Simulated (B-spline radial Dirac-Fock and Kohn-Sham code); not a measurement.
Ga 4p3/2: cross section and angular parameters

System: the Ga atom, 1s2 2s2 2p6 3s2 3p6 3d10 4s2 4p1; threshold 4.58 eV (orbital energy of the model). Model: Dirac-Hartree-Slater photoionisation with a Latter tail; cross sections with all multipoles, angular parameters from the dipole term and its interference with E2. Program: a radial finite-basis atomic code.

For linearly polarised light dσ/dΩ = σ/(4π) [1 + β P₂(cos θ) + (δ + γ cos²θ) sin θ cos φ], with θ from the polarisation vector and φ the angle between the beam and the projection of the electron momentum on the plane normal to the polarisation.

| hν (eV) | σ (kb) | β | γ | δ |
| --- | --- | --- | --- | --- |
| 53.4 | 10.7 | 0.047 | 0.010 | 0.010 |
| 56.5 | 9.67 | -0.077 | -0.006 | 0.013 |
| 83.4 | 7.02 | 0.169 | 0.042 | 0.020 |
| 91 | 6.79 | 0.346 | 0.072 | 0.018 |
| 108 | 6.31 | 0.667 | 0.123 | 0.013 |
| 154 | 5.04 | 1.137 | 0.149 | 0.004 |
| 207 | 3.91 | 1.377 | 0.107 | -0.001 |
| 213 | 3.80 | 1.395 | 0.101 | -0.001 |
| 312 | 2.48 | 1.564 | 0.022 | -0.002 |
| 390 | 1.83 | 1.618 | -0.011 | -0.001 |
| 400 | 1.76 | 1.623 | -0.014 | -0.001 |
| 417 | 1.66 | 1.630 | -0.018 | -0.001 |
| 600 | 0.911 | 1.660 | -0.011 | 0.002 |
| 1000 | 0.337 | 1.633 | 0.114 | 0.006 |
| 1100 | 0.275 | 1.621 | 0.152 | 0.007 |
| 1253.6 | 0.206 | 1.601 | 0.209 | 0.009 |
| 1486.9 | 0.139 | 1.568 | 0.295 | 0.012 |
| 2000 | 0.0672 | 1.497 | 0.465 | 0.020 |
| 2450 | 0.0398 | 1.438 | 0.592 | 0.027 |
| 3250 | ? | ? | ? | ? |
| 3760 | 0.0123 | 1.288 | 0.872 | 0.052 |
| 3870 | 0.0113 | 1.277 | 0.891 | 0.055 |
| 4310 | 0.00832 | 1.235 | 0.962 | 0.063 |
| 5414.7 | 0.00424 | 1.139 | 1.112 | 0.086 |
| 7760 | 0.00140 | 0.976 | 1.336 | 0.133 |
| 8010 | 0.00126 | 0.961 | 1.354 | 0.138 |
| 8330 | 0.00112 | 0.943 | 1.376 | 0.145 |
| 11500 | 0.000391 | 0.789 | 1.546 | 0.206 |
| 12000 | 0.000340 | 0.769 | 1.566 | 0.215 |
| 13100 | 0.000253 | 0.727 | 1.607 | 0.235 |

Q: Give the values at 3250 eV.

A: σ = 0.0185 kb, β = 1.343, γ = 0.776, δ = 0.043.

Values without a named source are computed, but for edge energies of neutral atoms, which are taken from tables.
